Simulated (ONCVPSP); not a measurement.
Ranking ONCV potentials for Mo

All share these settings but for the change named:

- Element: Mo
- Generator: ONCVPSP 4.0.1
- Type: optimised norm-conserving Vanderbilt (ONCV)
- Functional: PBE
- Relativity: fully relativistic
- Frozen core: [Ar] 3d10
- Valence charge: 14
- Reference configuration: 4s2 4p6 4d5 5s0.75 (charge +0.25)
- Partial waves: 4s+5s: rc 1.40 bohr, ncon 4, nbas 8, qcut 6.8 1/bohr, 3 projectors, debl 2.4 Ha; 4p: rc 2.05 bohr, ncon 3, nbas 7, qcut 6.3 1/bohr, 1 projector; 4d: rc 2.15 bohr, ncon 4, nbas 9, qcut 8.3 1/bohr, 2 projectors, debl 3.8 Ha
- Local potential: polynomial inside 1.20 bohr (lpopt 4, dvloc0 0 Ha)
- Core correction: polynomial model core, fcfact 0.55

Open shells are filled in proportion to 2j + 1.

Cutoff: the first of the cutoffs (Ha) at which the residual kinetic energy of the hardest occupied pseudo-wave falls to 1 and 0.1 mHa per electron; the density cutoff is not measured.

The base gives 21 Ha.

Of 8 variants that were run, those that failed, showed a ghost or another fault, or gave nearly equal values are left out.

A variant can come out equal or close to the base.

(1) Rank these variants from softest to hardest (loose cutoff).
A. all radii but the core radius scaled by about 0.85 (s 1.20, p 1.74, d 1.84 bohr); local potential polynomial inside 1.02 bohr (lpopt 4, dvloc0 0 Ha)
B. all radii but the core radius scaled by about 1.10 (s 1.54, p 2.26, d 2.38 bohr); local potential polynomial inside 1.32 bohr (lpopt 4, dvloc0 0 Ha)
C. all radii but the core radius scaled by about 0.90 (s 1.26, p 1.84, d 1.94 bohr); local potential polynomial inside 1.08 bohr (lpopt 4, dvloc0 0 Ha)

Results:

(1) B (19 Ha), C (27 Ha), A (37 Ha).
